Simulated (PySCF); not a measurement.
**Bond curve of ZnN**

Set-up: basis Zn def2-TZVPPD, N def2-TZVPPD; no relativity; PySCF 2.14. Energies in eV from Zn + N in their ground configurations at the same level. State: ⁴Σ⁻ (quartet), unpaired electrons σ ↑, π ↑↑.

| R (Å) | r²SCANh | PBE | PW91 |
| --- | --- | --- | --- |
| 1.760 | -0.0644 | -0.2005 | -0.2196 |
| 1.841 | -0.2813 | -0.4253 | -0.4423 |
| 1.923 | -0.3874 | -0.5411 | -0.5562 |
| 1.985 | -0.4189 | -0.5794 | -0.5932 |
| 2.046 | -0.4226 | -0.5890 | -0.6016 |
| 2.107 | -0.4081 | -0.5785 | -0.5901 |
| 2.189 | -0.3718 | -0.5446 | -0.5550 |
| 2.292 | -0.3143 | -0.4854 | -0.4946 |
| 2.414 | -0.2441 | -0.4074 | -0.4157 |
| 2.578 | -0.1653 | -0.3116 | -0.3192 |

**Question.** Put a parabola through the three lowest points of the r²SCANh curve and estimate Re, k and ωe (reduced mass 11.49 u; 1 eV/Å² = 0.16022 mdyn/Å; ωe = 1302.8·√(k/μ) cm⁻¹).

**Answer.** Through R = 1.985, 2.046, 2.107 Å the second-order coefficient is 2.45 eV/Å², so Re ≈ 2.028 Å, k ≈ 0.784 mdyn/Å and ωe ≈ 340 cm⁻¹. A polynomial fit of higher order to the unrounded r²SCANh energies gives Re = 2.025 Å, k = 0.892 mdyn/Å, ωe = 363 cm⁻¹; anharmonicity and rounding make the difference.

The higher-order fit for each curve: r²SCANh: Re = 2.025 Å, ωe = 363 cm⁻¹, De = 0.424 eV; PBE: Re = 2.041 Å, ωe = 359 cm⁻¹, De = 0.59 eV; PW91: Re = 2.038 Å, ωe = 361 cm⁻¹, De = 0.60 eV.

The state was picked by a PBE0 search and need not be the measured ground state.
